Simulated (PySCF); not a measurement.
# C3H5F2OSi: g tensor and hyperfine couplings

Compound: C3H5F2OSi (doublet state).
Structure used (GFN2-xTB), in Å, numbered top down from 1:
```
atom  x, y, z in Å
C1    -3.0695    0.1702    0.1833
C2    -2.0208   -0.2688   -0.4265
O3    -0.7256   -0.0250   -0.0126
Si4    0.7017   -0.3941   -0.6728
C5     1.9007    0.3965    0.6149
F6     3.1159   -0.2167    0.5479
F7     2.1351    1.7058    0.3258
H8    -3.3937    0.7443    1.0148
H9    -2.0872   -0.8747   -1.3234
H10    0.9140    0.2411   -1.9697
H11    0.9522   -1.8333   -0.7071
H12    1.5785    0.3540    1.6642
```

The hyperfine couplings belong to this conformer and change with its torsions.

As a line formula: `C(/O[SiH2]C(F)F)=[C]/[H]` [radical].

Theory: UKS B3LYP, pcH-1 on C F H O Si, non-relativistic, mean-field spin-orbit, GIAO (PySCF 2.14.0). One conformer (not necessarily the lowest) at the GFN2-xTB geometry, without solvent, vibrations or thermal averaging. A GFN2-xTB geometry isn't a minimum of the functional, and hyperfine couplings can be far from their values at a DFT geometry. Stability of the SCF solution: not tested.

| Quantity | Value |
| --- | --- |
| g1, g2, g3 | 2.00179, 2.00222, 2.00242 |
| g_iso | 2.00214 |
| Form of g | rhombic: the two nearest values differ by 31 % of g3 − g1 |
| ⟨S²⟩ | 0.7586 (exact 0.7500) |
| HOMO–LUMO gap, α and β orbitals | 7.22, 4.28 eV |

Isotropic coupling and dipolar principal values T1 to T3, in 10⁻⁴ cm⁻¹ (1 × 10⁻⁴ cm⁻¹ = 2.998 MHz):

| atom | isotope | a_iso | of which spin–orbit | T1 | T2 | T3 | Mulliken spin population |
| --- | --- | --- | --- | --- | --- | --- | --- |
| C1 | 13C | 103.2 | 0.0 | -27.9 | -20.7 | 48.6 | 1.07 |
| C2 | 13C | 12.5 | 0.0 | -6.1 | 1.3 | 4.9 | -0.14 |
| O3 | 17O | -27.6 | 0.0 | -5.7 | 1.9 | 3.8 | 0.03 |
| Si4 | 29Si | -2.2 | 0.0 | -1.6 | 0.8 | 0.8 | 0.01 |
| C5 | 13C | 0.9 | 0.0 | -0.1 | 0.0 | 0.1 | 0.00 |
| F6 | 19F | 1.4 | 0.0 | -0.8 | -0.7 | 1.5 | 0.00 |
| F7 | 19F | 0.1 | 0.0 | -0.3 | 0.0 | 0.2 | 0.00 |
| H8 | 1H | 3.3 | 0.0 | -11.3 | -2.4 | 13.7 | -0.01 |
| H9 | 1H | 23.5 | 0.0 | -2.3 | -1.5 | 3.8 | 0.03 |
| H10 | 1H | -0.1 | 0.0 | -0.3 | -0.2 | 0.5 | 0.00 |
| H11 | 1H | 0.1 | 0.0 | -0.3 | -0.2 | 0.5 | 0.00 |
| H12 | 1H | -0.1 | 0.0 | -0.3 | -0.2 | 0.4 | 0.00 |

The Mulliken spin populations are largest on C1 (+1.07) and C2 (-0.14). C1 is the only atom above +0.15.

Axes: g1 points within 7° of the C1–H8 bond and g2 points within 10° of the C2–O3 bond.

Under fast tumbling the dipolar parts average out, and these isotropic splittings remain: 1 × 1H (H9, I = 1/2, 2 lines) with 2.52 mT, 1 × 1H (H8, I = 1/2, 2 lines) with 0.35 mT and 2 × 19F (F6/F7, I = 1/2, 3 lines) with 0.08 mT.

Class means assume fast exchange of nuclei equivalent by connectivity; if that motion is slow, each nucleus keeps its own coupling.

The 13C coupling of C1 (309.3 MHz) shows only in satellite lines or after enrichment, since that isotope makes up about 1.07 % of natural carbon.

The 17O coupling of O3 (-82.6 MHz) shows only in satellite lines or after enrichment, since that isotope makes up about 0.038 % of natural oxygen.

Hardware: an Intel Xeon 6975P-C with one thread, shared host with 192 logical CPUs at a one-minute load of 85. Cost: 40 s of wall time (with the writing of density and orbital grids), 0.79 GiB resident at most.
